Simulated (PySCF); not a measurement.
A mixed set of molecules. Theory: TDDFT PBE0/def2-SVPD, vertical, gas phase, core orbitals frozen in the response in PySCF. Geometries: GFN2-xTB; one conformer of each isolated species. Triplets are in the Tamm–Dancoff approximation.

Question: Rank by computed HOMO energy, lowest first.
A. `[SiH3]/C(C(=C)C)=C\[SiH3]`
B. `Cl[SiH]1SCCS1`
C. `CNCCC(F)=C(F)F`
D. `[H]/N=C\c1ccccc1F`
E. `CC(C)[SiH2]C#C[SiH3]`
F. `[H]/N=C\c1ccc(F)cc1`

Answer: E (-7.84 eV), D (-7.56 eV), F (-7.42 eV), B (-7.24 eV), A (-7.07 eV), C (-6.69 eV).

```
                   SMILES  HOMO (eV)  LUMO (eV)  T1 (eV)  first f ≥ 0.01 (nm)  gap (eV)  f (S1)    S1 mainly
     CC(C)[SiH2]C#C[SiH3]      -7.84      -0.49     4.62                  211      7.34   0.000  H-1→L (51%)
        [H]/N=C\c1ccccc1F      -7.56      -1.78     3.51                  254      5.78   0.002  H-1→L (96%)
      [H]/N=C\c1ccc(F)cc1      -7.42      -1.63     3.49                  244      5.79   0.002  H-1→L (96%)
            Cl[SiH]1SCCS1      -7.24      -0.67     4.78                  206      6.57   0.001    H→L (96%)
C=C(C)/C([SiH3])=C/[SiH3]      -7.07      -1.15     3.50                  246      5.91   0.139    H→L (91%)
           CNCCC(F)=C(F)F      -6.69       0.38     4.48                  196      7.06   0.003    H→L (92%)
```

H and L stand for HOMO and LUMO.

- `CC(C)[SiH2]C#C[SiH3]`: Löwdin shares by element: HOMO carbon 62% or more, silicon 11% or more (atoms not listed hold the other 26%); LUMO carbon 50% or more, silicon 27% (atoms not listed hold the other 23%).
- `[H]/N=C\c1ccccc1F`: Löwdin shares by element: HOMO carbon 63% or more (atoms not listed hold the other 37%); LUMO carbon 43% or more, nitrogen 18% (atoms not listed hold the other 39%).
- `[H]/N=C\c1ccc(F)cc1`: Löwdin shares by element: HOMO carbon 44% or more, nitrogen 15% (atoms not listed hold the other 41%); LUMO carbon 42% or more, nitrogen 18% (atoms not listed hold the other 40%).
- `Cl[SiH]1SCCS1`: Löwdin shares by element: HOMO sulfur 74%, carbon 7% or more, silicon 6%; LUMO sulfur 48%, silicon 19%, carbon 9% or more (atoms not listed hold the other 23%).
- `C=C(C)/C([SiH3])=C/[SiH3]`: Löwdin shares by element: HOMO carbon 79% or more (atoms not listed hold the other 21%); LUMO carbon 60% or more, silicon 11% or more (atoms not listed hold the other 29%).
- `CNCCC(F)=C(F)F`: Löwdin shares by element: HOMO nitrogen 55%, carbon 17% or more, hydrogen 5% or more (atoms not listed hold the other 23%); LUMO carbon 41% or more (atoms not listed hold the other 59%).
